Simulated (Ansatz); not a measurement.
Gas-phase reaction in SMILES: O=C([O][GeH2])C -> [CH2]C(=O)[O][GeH3]

Wanted: isomerisation energy (enthalpy at 298 K), in kcal/mol. Set-up: no dispersion term unless named; 6-31G* and kin with 6d, 5d where marked; LANL2DZ with its own core potentials from Na on; no spin-orbit coupling; valence correlation only (noble-gas shells and the d and f shells of earlier blocks); UHF or UKS for open shells; non-relativistic. Ab initio and DFT rows: single points at B3LYP-D3(BJ) geometries (Ansatz, a quantum-chemistry and plane-wave program), with unscaled harmonic terms from B3LYP/6-31G* (LANL2DZ past Ar) (Ansatz) at its own minima. A UHF reference is markedly spin-contaminated in at least one set, which strains HF and MP2.

```json
[
 {"level": "HF/LANL2DZ", "program": "Ansatz", "isomerisation energy (enthalpy at 298 K) (kcal/mol)": "5.8"},
 {"level": "SVWN5/6-31G* with LANL2DZ past Ar", "program": "Ansatz", "isomerisation energy (enthalpy at 298 K) (kcal/mol)": "17.5"},
 {"level": "BLYP/6-31G*", "program": "Ansatz", "isomerisation energy (enthalpy at 298 K) (kcal/mol)": "11.7"},
 {"level": "BLYP/6-31G* with LANL2DZ past Ar", "program": "Ansatz", "isomerisation energy (enthalpy at 298 K) (kcal/mol)": "11.1"},
 {"level": "B3LYP/6-31G*", "program": "Ansatz", "isomerisation energy (enthalpy at 298 K) (kcal/mol)": "11.4"},
 {"level": "B3LYP/6-31G* with LANL2DZ past Ar", "program": "Ansatz", "isomerisation energy (enthalpy at 298 K) (kcal/mol)": "11.6"},
 {"level": "MP2/STO-3G", "program": "Ansatz", "isomerisation energy (enthalpy at 298 K) (kcal/mol)": "9.7"},
 {"level": "B2PLYP-D3(BJ)/def2-TZVPD", "program": "Ansatz + dftd3", "isomerisation energy (enthalpy at 298 K) (kcal/mol)": "10.9"}
]
```

No value to compare with is used here. The 7 habitual levels span 5.8 (HF/LANL2DZ) to 17.5 kcal/mol (SVWN5/6-31G* with LANL2DZ past Ar); B2PLYP-D3(BJ)/def2-TZVPD gives 10.9.

The levels are drawn from those run, B3LYP/6-31G* more often than the rest, none by its result; left out are runs that failed, that the program found above a lower state of the same kind, or whose <S^2> lies over 0.5 above the pure value.
